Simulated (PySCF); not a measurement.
Species: SnH2Me(NHMe), C2H9NSn.
Bonds: Sn1–C4, Sn1–N8, N8–C9. Hydrogens: H2, H3 on Sn1; H5, H6, H7 on C4; H10 on N8; H11, H12, H13 on C9.

Level of theory: PBE0-D3(BJ)/def2-SVP geometry optimisation, gas phase, def2 core potentials past Kr (PySCF).

(1) How far are the bound atoms from Sn1?

(2) List the angles at Sn1.

(3) What is the shape at Sn1?

(4) What are the other bond lengths?

(5) Give some angles away from the centre.

(6) What are the rotational constants (commonest isotopes, rigid rotor)?

Results:

(1) 4 atoms: H2 1.717 Å, H3 1.731 Å, N8 2.046 Å, C4 2.145 Å. The nearest atom not counted as bound is H10, at 2.61 Å.

(2) 
```json
{"angle": "H2–Sn1–C4", "degrees": "112.8", "distance of the outer atoms (Å)": "3.23"}
{"angle": "H3–Sn1–N8", "degrees": "112.8", "distance of the outer atoms (Å)": "3.15"}
{"angle": "H3–Sn1–C4", "degrees": "110.7", "distance of the outer atoms (Å)": "3.20"}
{"angle": "H2–Sn1–H3", "degrees": "109.1", "distance of the outer atoms (Å)": "2.81"}
{"angle": "C4–Sn1–N8", "degrees": "106.1", "distance of the outer atoms (Å)": "3.35"}
{"angle": "H2–Sn1–N8", "degrees": "105.2", "distance of the outer atoms (Å)": "3.00"}
```

(3) Distorted tetrahedral: angles from 105.2° to 112.8°; τ4 = (360° − α − β)/141° = 0.95 with α and β the two widest (0 for a square, 1 for a tetrahedron). The Sn–H distances aren't all alike: 1.717 to 1.731 Å.

(4) C4–H5, C4–H6, C4–H7 1.099 Å; N8–C9 1.444 Å; N8–H10 1.017 Å; C9–H11, C9–H12, C9–H13 1.106 Å.

(5) Sn1–N8–C9 120.9°.

(6) A = 9016, B = 2238, C = 1896 MHz: a near-prolate asymmetric top.

Charge 0, singlet. PBE0-D3(BJ)/def2-SVP frequencies: not computed here.

One conformer stands for the species.
